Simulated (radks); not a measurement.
The numbers below are computed, except where a source is named.
Species: the argon ion Ar15+. Configuration: [He] 2s1 (the NIST ground configuration). Level of theory: non-relativistic Kohn-Sham, PBE, spin-polarised, spherical densities, point nucleus; open shells are filled with parallel spins first (a radial shooting solver on a logarithmic mesh with Libxc functionals).

Local quantities along the radius. ELF = 1/(1 + alpha^2) is the electron localisation function; alpha = (tau - tau_W)/tau_unif compares the Pauli kinetic energy density with that of the uniform gas (summed over spins); -r V(r) is the screened charge that the Kohn-Sham potential of spin up presents (atomic units).

r (bohr)	ELF	alpha	-r V(r)
0.004976	1.000	5.635e-06	17.91
0.005477	1.000	6.974e-06	17.90
0.006029	1.000	8.650e-06	17.89
0.006637	1.000	0.00001075	17.87
0.007306	1.000	0.00001340	17.85
0.008042	1.000	0.00001675	17.84
0.008852	1.000	0.00002101	17.82
0.009744	1.000	0.00002643	17.79
0.01073	1.000	0.00003339	17.77
0.01181	1.000	0.00004235	17.74
0.0131	1.000	0.00005508	17.71
0.01442	1.000	0.00007059	17.68
0.01587	1.000	0.00009098	17.64
0.01747	1.000	0.0001180	17.60
0.01923	1.000	0.0001541	17.56
0.02117	1.000	0.0002028	17.51
0.0233	1.000	0.0002692	17.46
0.02565	1.000	0.0003606	17.41
0.02824	1.000	0.0004881	17.35
0.03108	1.000	0.0006682	17.29
0.03421	1.000	0.0009264	17.22
0.03766	1.000	0.001302	17.15
0.04146	1.000	0.001860	17.08
0.04563	1.000	0.002701	17.00
0.05023	1.000	0.003998	16.92
0.05529	1.000	0.006045	16.84
0.06086	1.000	0.009355	16.76
0.067	1.000	0.01486	16.67
0.07375	0.999	0.02427	16.59
0.08118	0.998	0.04089	16.50
0.08936	0.995	0.07120	16.41
0.09836	0.984	0.1283	16.32
0.1083	0.946	0.2385	16.24
0.1192	0.829	0.4544	16.16
0.1312	0.570	0.8694	16.09
0.1444	0.280	1.604	16.04
0.159	0.124	2.656	15.98
0.175	0.073	3.555	15.88
0.1926	0.076	3.486	15.76
0.212	0.142	2.458	15.74
0.2334	0.352	1.357	15.78
0.2569	0.698	0.6581	15.81
0.285	0.925	0.2844	15.80
0.3138	0.983	0.1297	15.77
0.3454	0.996	0.05940	15.71
0.3802	0.999	0.02737	15.65
0.4185	1.000	0.01264	15.59
0.4606	1.000	0.005831	15.53
0.5071	1.000	0.002668	15.48
0.5582	1.000	0.001203	15.45
0.6144	1.000	0.0005320	15.44
0.6763	1.000	0.0002293	15.43
0.7444	1.000	0.00009590	15.39
0.8195	1.000	0.00003871	15.33
0.902	1.000	0.00001499	15.26
0.9929	1.000	5.536e-06	15.19
1.093	1.000	1.935e-06	15.13
1.203	1.000	6.356e-07	15.09

On this mesh the ELF has minima near r = 0.17 bohr, which separate the shells.
